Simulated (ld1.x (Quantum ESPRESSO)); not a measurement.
**What one change does to a pseudopotential (Fe, ultrasoft)**

iron (Fe), ultrasoft, made with ld1.x (Quantum ESPRESSO) 7.5 (PBE, scalar-relativistic). Core [Ar], reference 3d6 4s1.5 4p0 (charge +0.5). Waves: 4s (bound): rcut 1.55, rcutus 2.10 bohr; 4s channel at 0.7 Ry: rcut 1.55, rcutus 2.10 bohr; 4p (bound, empty): rcut 2.05, rcutus 2.45 bohr; 4p channel at 0.2 Ry: rcut 2.05, rcutus 2.45 bohr; 3d (bound): rcut 1.45, rcutus 1.70 bohr; 3d channel at 0.9 Ry: rcut 1.45, rcutus 1.70 bohr. Local part: all-electron potential smoothed inside 2.35 bohr (lloc = -2). Core correction: Bessel-smoothed model core inside 1.30 bohr. Augmentation charge: PSQ, radius 1.10 bohr.

Change: waves 4p (bound): rcut 2.05, rcutus 3.18 bohr; 4p channel at 0.2 Ry: rcut 2.05, rcutus 3.18 bohr.

Cutoffs: the cutoffs (Ry, on a coarse ladder) from which the occupation-weighted sum of valence levels, in a spherical-Bessel basis at the reference potential, stays within 10 and 1 mRy of its value at 400 Ry; they do not see the model core or the augmentation charge, which bear on the density cutoff. Errors are all-electron minus pseudo energies relative to the spin-unpolarised reference configuration.

Q: Predict the effect on cutoff, ghosts and configuration errors.

A: The potential gets neither clearly harder nor softer (35 Ry and 55 Ry → 35 Ry and 55 Ry); of the 6 tests that both files solve, the error grows in 0 and shrinks in 1 by more than 15 % and 0.3 meV (median size 11.2 → 11.2 meV); neither file shows a bound ghost at the reference potential, the only one tested.

```csv
quantity,base,changed
"cutoff, loose",35 Ry,35 Ry
"cutoff, tight",55 Ry,55 Ry
bound ghosts,none,none
"tests counted (converged, no solver errors)",6 of 7,6 of 7
"error for 3d6 4s2 4p0, meV [ΔE -3.48 eV]",+0.1,+0.1
"error for 3d6 4s1 4p0, meV [ΔE 5.25 eV]",-0.8,-0.8
"error for 3d6 4s0 4p0, meV [ΔE 21.45 eV]",-5.9,-5.9
"error for 3d6 4s0 4p2, meV [ΔE 4.97 eV]",-52,-26
"error for 3d6.5 4s1.5 4p0, meV [ΔE -4.21 eV]",-17,-17
"error for 3d5 4s2 4p1, meV [ΔE 5.26 eV]",-157,-136
lowest overlap eigenvalue by channel,"s 0.46, p 0.66, d 0.23","s 0.46, p 0.73, d 0.23"
```

Base: Tests not counted: 3d4 4s0 4p0 (solver errors, printed error -224 eV). Changed file: Tests not counted: 3d4 4s0 4p0 (solver errors, printed error -224 eV).
